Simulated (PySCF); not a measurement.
Compound: C9H16P (charge +1).
Cartesian coordinates in Å at the PBE0-D3(BJ)/def2-SVP level; atoms count from 1:
```xyz
26
C9H16P angstrom
C      2.951   -1.403   -0.426
C      1.450   -1.190   -0.430
C      0.990    0.197   -0.141
C      1.821    1.253    0.034
P      0.810    2.692    0.244
C     -0.744    1.855    0.107
C     -0.482    0.537   -0.070
C     -1.535   -0.528   -0.134
C     -1.673   -1.180    1.253
C     -2.880   -0.019   -0.636
H      3.185   -2.455   -0.639
H      3.451   -0.795   -1.195
H      3.393   -1.158    0.552
H      0.959   -1.870    0.288
H      1.023   -1.472   -1.410
H      2.909    1.241    0.010
H      1.029    3.680   -0.741
H      0.991    3.362    1.474
H     -1.724    2.324    0.182
H     -1.172   -1.299   -0.834
H     -2.377   -2.022    1.196
H     -0.720   -1.566    1.643
H     -2.066   -0.453    1.980
H     -2.789    0.484   -1.610
H     -3.576   -0.861   -0.755
H     -3.342    0.680    0.078
```

Level: PBE0/pcSseg-1 in PySCF, non-relativistic, on one gas-phase PBE0-D3(BJ)/def2-SVP geometry that isn't relaxed in the solvent. The solvent is an IEF-PCM continuum (Bondi radii, 1.10 Å for H, scaled by 1.2). The model holds no explicit solvent molecules, cavitation or dispersion.

| run | E − E(gas) (kcal/mol) | HOMO (eV) | HOMO–LUMO gap (eV) |
| --- | --- | --- | --- |
| gas | 0.00 | -11.69 | 5.15 |
| P | -51.24 | -7.76 | 5.23 |
| Q | -41.21 | -8.50 | 5.21 |

The runs were made in chloroform and methanol. Which run belongs to which solvent?

P = methanol, Q = chloroform. The dielectric constants are 4.711 (chloroform), 32.61 (methanol), and the energy falls further as ε rises. In this model the ground state sees the solvent through ε alone.

How constant is the ratio of the lowering to 1 − 1/ε?

```
   solvent  1 − 1/ε  E − E(gas) (kcal/mol)  ratio (kcal/mol)  polarisation term (kcal/mol)
chloroform    0.788                 -41.21             -52.3                        -42.24
  methanol    0.969                 -51.24             -52.9                        -53.18
```

The ratio changes by +1.1 % in size from chloroform to methanol. The polarisation term is half the interaction of the solute with the induced surface charges.
